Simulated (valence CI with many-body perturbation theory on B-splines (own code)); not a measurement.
Questions on Si7+

Method: relativistic CI+MBPT: five valence electrons over a frozen Dirac-Fock core [He], radial functions for each j: 9 s, 9 p, 8 d, 6 f, 3 g, 1 h, with the one-electron correlation potential Σ1, the two-electron term Σ2, the three-electron term Σ3, Breit, model QED; selected CI, second order for the rest, scaled by the run's own slope (own B-spline code, finite nucleus).

No measured levels were compared; by estimate levels hold to about 100 cm⁻¹ or 0.05 % of their energy and the worst to 300 or 400 cm⁻¹, as in measured light ions of charge 2 to 7. Among the levels kept, up to 2400 cm⁻¹ of a level comes from second order outside the variational space, and about a tenth of that is noise between levels of different J, which matters for small intervals.

Rates and lifetimes use the calculated energies. Strong lines usually hold to 10 to 20 %, long lifetimes can be off by a factor of two.

Q: What is the ground level?

A: 2s2.2p3 4S°_3/2, composition 99 % 2s2.2p3 4S°, g = 2.000.

Q: Where does the other parity begin?

A: At 2s.2p4 4P_5/2, 312760 cm⁻¹.

Q: Among levels below 1594500 cm⁻¹, which E1 lines absorb most strongly from the ground level?

A: to 2s.2p4 4P_5/2 at 31.97 nm, f = 0.0882; to 2s.2p4 4P_3/2 at 31.61 nm, f = 0.0596; to 2s2.2p2.3s 4P_5/2 at 6.965 nm, f = 0.0586.

Q: What is the ionisation energy?

A: 303.53 eV; NIST lists 303.59 ± 0.05 eV (semi-empirical).

Q: Name the longest-lived excited levels whose lifetime is computed, and their main decay.

A: 2s2.2p3 2D°_5/2 at 69683 cm⁻¹ lives 21.6 s, mostly by M1 to 2s2.2p3 4S°_3/2; 2s2.2p3 2D°_3/2 at 69452 cm⁻¹ lives 625 ms, mostly by M1 to 2s2.2p3 4S°_3/2; 2s2.2p3 2P°_1/2 at 105710 cm⁻¹ lives 22.6 ms, mostly by M1 to 2s2.2p3 4S°_3/2.
